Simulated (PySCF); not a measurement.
Computed properties of 1-chloro-2-fluorocyclobutene (C4H4ClF), SMILES FC1=C(CC1)Cl

C4H4ClF, SMILES ClC1=C(F)CC1. The structure is a stationary point at PBE0-D3(BJ)/def2-SVP. The values are those of a single conformer. All values are computed for the isolated molecule unless a solvent is named; none is compared with measurement here.

**Structure.** The optimised structure has Cs symmetry. All 24 harmonic modes at PBE0-D3(BJ)/def2-SVP (PySCF) are real, so it is a minimum. With heavy atoms numbered as in [F:1][C:2]1=[C:3]([Cl:4])[CH2:5][CH2:6]1, the shortest bond between them is F1–C2 at 1.313 Å and the longest C3–Cl4 at 1.703 Å.

**Vibrations.** The strongest infrared lines (harmonic, unscaled, degenerate partners summed) lie at 1374 cm⁻¹ (156 km/mol, C 78 %, H 13 %, F 9 %), 1819 cm⁻¹ (116 km/mol, C 95 %), 1062 cm⁻¹ (92 km/mol, C 77 %, H 12 %, F 9 %). The softest mode is at 203 cm⁻¹ and the zero-point energy is 44.6 kcal/mol.

**Electronic structure.** HF/def2-TZVP (PySCF) places the frontier levels at -9.56 and 3.78 eV, a gap of 13.34 eV, and gives a dipole moment of 2.38 D and a mean polarisability of 54.9 bohr³. PBE/def2-TZVP (PySCF) at the same geometry gives -5.75 and -0.59 eV, so its gap is 8.18 eV narrower. An orbital gap is neither the optical nor the fundamental gap.

**Excitations.** TDDFT-M06-2X/def2-SVPD (PySCF) has S1 at 6.41 eV (193 nm, f = 0.000, dark); the most intense of the 10 singlets computed lies at 6.99 eV (f = 0.29). T1 (TDA) is at 4.60 eV. TDDFT-PBE/def2-SVPD (PySCF) puts S1 at 5.85 eV. No vertical singlet excitation falls in the visible range (under 3.1 eV).

**NMR.** GIAO shifts at B3LYP/pcSseg-1 (PySCF) (non-relativistic, atoms alike by connectivity averaged): ¹³C from 30.8 to 158.1 ppm against TMS; ¹H from 2.4 to 2.9 ppm against TMS; ¹⁹F at -103.5 ppm against CFCl3. Without spin–orbit terms, shifts of atoms bonded to Cl or Br come out too high.

**Solvation.** SMD-ωB97X/6-31G* (PySCF) gives 0.3 kcal/mol in water, -3.6 kcal/mol in methanol, -4.4 kcal/mol in chloroform (1 M in both phases, gas-phase geometry); of these solvents chloroform holds the molecule best.
